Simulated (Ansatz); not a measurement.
`C[Si](C)(C)C#C/C=C/c1ccc(/C=C/c2ccc(/C=C/c3ccc(/C=C/c4ccc(C#C[Si](C)(C)C)cc4)cc3)cc2)cc1`. The state is a triplet with charge 0. Geometry PBE-D4/def2-SVP, that of the neutral singlet; atoms count from 1.

```xyz
86

C    -2.453    3.762  -17.308
Si   -1.632    5.177  -16.358
C    -2.562    6.796  -16.655
C     0.179    5.350  -16.874
C    -1.695    4.782  -14.556
C    -1.734    4.490  -13.352
C    -1.808    4.174  -11.979
C    -0.856    3.455  -11.305
C    -0.874    3.090   -9.896
C    -1.923    3.437   -9.006
C    -1.884    3.057   -7.668
C    -0.801    2.306   -7.133
C    -0.821    1.935   -5.725
C     0.117    1.199   -5.060
C     0.101    0.824   -3.653
C    -0.916    1.215   -2.744
C    -0.875    0.823   -1.409
C     0.179    0.020   -0.894
C     0.166   -0.355    0.512
C     1.090   -1.121    1.164
C     1.085   -1.491    2.571
C     0.078   -1.085    3.490
C     0.123   -1.460    4.827
C     1.178   -2.266    5.338
C     1.278   -2.676    6.731
C     0.416   -2.366    7.743
C     0.529   -2.767    9.140
C     1.587   -3.569    9.642
C     1.659   -3.913   10.989
C     0.670   -3.471   11.910
C     0.755   -3.811   13.289
C     0.836   -4.092   14.491
Si    0.975   -4.490   16.289
C    -0.713   -4.214   17.096
C     1.509   -6.294   16.470
C     2.268   -3.341   17.053
C    -0.395   -2.675   11.415
C    -0.457   -2.336   10.064
C     2.179   -2.674    4.421
C     2.134   -2.299    3.079
C     1.197   -0.369   -1.804
C     1.156    0.024   -3.138
C     0.248    1.960   -8.024
C     0.210    2.342   -9.363
H    -1.928    2.803  -17.122
H    -3.510    3.638  -16.998
H    -2.433    3.961  -18.400
H    -3.619    6.710  -16.331
H    -2.098    7.629  -16.089
H    -2.552    7.062  -17.732
H     0.257    5.580  -17.957
H     0.737    4.411  -16.681
H     0.676    6.165  -16.311
H    -2.699    4.542  -11.438
H     0.020    3.108  -11.880
H    -2.785    4.016   -9.372
H    -2.712    3.340   -6.998
H    -1.700    2.299   -5.166
H     0.991    0.830   -5.623
H    -1.752    1.840   -3.092
H    -1.679    1.141   -0.725
H    -0.693    0.036    1.084
H     1.945   -1.515    0.589
H    -0.757   -0.460    3.141
H    -0.678   -1.120    5.501
H     2.160   -3.297    6.963
H    -0.466   -1.744    7.513
H     2.373   -3.928    8.961
H     2.489   -4.533   11.359
H    -1.482   -4.870   16.641
H    -0.669   -4.435   18.182
H    -1.044   -3.163   16.972
H     2.487   -6.469   15.977
H     1.611   -6.566   17.541
H     0.767   -6.977   16.009
H     2.382   -3.546   18.138
H     1.975   -2.278   16.931
H     3.256   -3.480   16.570
H    -1.170   -2.326   12.113
H    -1.291   -1.714    9.700
H     3.010   -3.300    4.785
H     2.929   -2.632    2.393
H     2.035   -0.991   -1.455
H     1.961   -0.292   -3.821
H     1.111    1.384   -7.658
H     1.038    2.059  -10.032
```

Single mean-field runs in def2-SVP are fitted with def2-universal-jkfit. At PBE0-D4/def2-SVP a singlet of charge 0 lies 1.87 eV below the triplet at the same geometry.

Estimate the Mulliken populations of the heavy atoms from the PBE0/def2-SVP orbitals of Ansatz.


| atom | charge (e) | spin (α − β) |
| --- | --- | --- |
| C1 | -0.33 | 0.00 |
| Si2 | 0.53 | 0.00 |
| C3 | -0.33 | 0.00 |
| C4 | -0.33 | 0.00 |
| C5 | -0.36 | 0.13 |
| C6 | 0.12 | -0.08 |
| C7 | -0.09 | 0.19 |
| C8 | 0.00 | -0.12 |
| C9 | 0.00 | 0.19 |
| C10 | -0.02 | -0.09 |
| C11 | -0.03 | 0.12 |
| C12 | 0.02 | -0.10 |
| C13 | -0.01 | 0.35 |
| C14 | -0.02 | -0.03 |
| C15 | 0.02 | 0.25 |
| C16 | -0.03 | 0.04 |
| C17 | -0.03 | 0.03 |
| C18 | 0.02 | 0.17 |
| C19 | -0.02 | 0.10 |
| C20 | -0.01 | 0.35 |
| C21 | 0.02 | -0.07 |
| C22 | -0.02 | 0.15 |
| C23 | -0.02 | -0.11 |
| C24 | 0.02 | 0.23 |
| C25 | -0.01 | -0.13 |
| C26 | -0.01 | 0.23 |
| C27 | 0.03 | -0.07 |
| C28 | -0.03 | 0.08 |
| C29 | 0.02 | -0.05 |
| C30 | -0.08 | 0.09 |
| C31 | 0.14 | -0.04 |
| C32 | -0.39 | 0.06 |
| Si33 | 0.53 | 0.00 |
| C34 | -0.33 | 0.00 |
| C35 | -0.33 | 0.00 |
| C36 | -0.33 | 0.00 |
| C37 | 0.02 | -0.05 |
| C38 | -0.04 | 0.07 |
| C39 | -0.03 | -0.10 |
| C40 | -0.03 | 0.16 |
| C41 | -0.03 | 0.12 |
| C42 | -0.03 | -0.04 |
| C43 | -0.03 | 0.16 |
| C44 | -0.03 | -0.11 |
Mulliken values depend strongly on the basis.

Where does the spin sit?

Summed by element: C 2.08, Si -0.01, H -0.08, of 2 unpaired in all. Largest on single atoms: C20 0.35, C13 0.35, C15 0.25.

And the Mayer bond orders between heavy atoms (over 0.3, the first 40 of 47)?

C1–Si2 1.02 (1.89 Å); Si2–C3 1.02 (1.89 Å); Si2–C4 1.02 (1.89 Å); Si2–C5 0.86 (1.85 Å); C5–C6 2.64 (1.24 Å); C6–C7 1.07 (1.41 Å); C7–C8 1.66 (1.37 Å); C8–C9 1.15 (1.46 Å); C9–C10 1.28 (1.42 Å); C9–C44 1.28 (1.42 Å); C10–C11 1.48 (1.39 Å); C11–C12 1.26 (1.42 Å); C12–C13 1.21 (1.46 Å); C12–C43 1.27 (1.42 Å); C13–C14 1.42 (1.37 Å); C14–C15 1.29 (1.46 Å); C15–C16 1.17 (1.42 Å); C15–C42 1.19 (1.42 Å); C16–C17 1.57 (1.39 Å); C17–C18 1.18 (1.42 Å); C18–C19 1.33 (1.46 Å); C18–C41 1.17 (1.42 Å); C19–C20 1.34 (1.37 Å); C20–C21 1.25 (1.46 Å); C21–C22 1.23 (1.42 Å); C21–C40 1.24 (1.42 Å); C22–C23 1.52 (1.39 Å); C23–C24 1.25 (1.42 Å); C24–C25 1.17 (1.46 Å); C24–C39 1.27 (1.42 Å); C25–C26 1.60 (1.36 Å); C26–C27 1.13 (1.46 Å); C27–C28 1.31 (1.42 Å); C27–C38 1.31 (1.42 Å); C28–C29 1.44 (1.39 Å); C29–C30 1.32 (1.42 Å); C30–C31 1.00 (1.42 Å); C30–C37 1.33 (1.42 Å); C31–C32 2.73 (1.24 Å); C32–Si33 0.86 (1.85 Å).
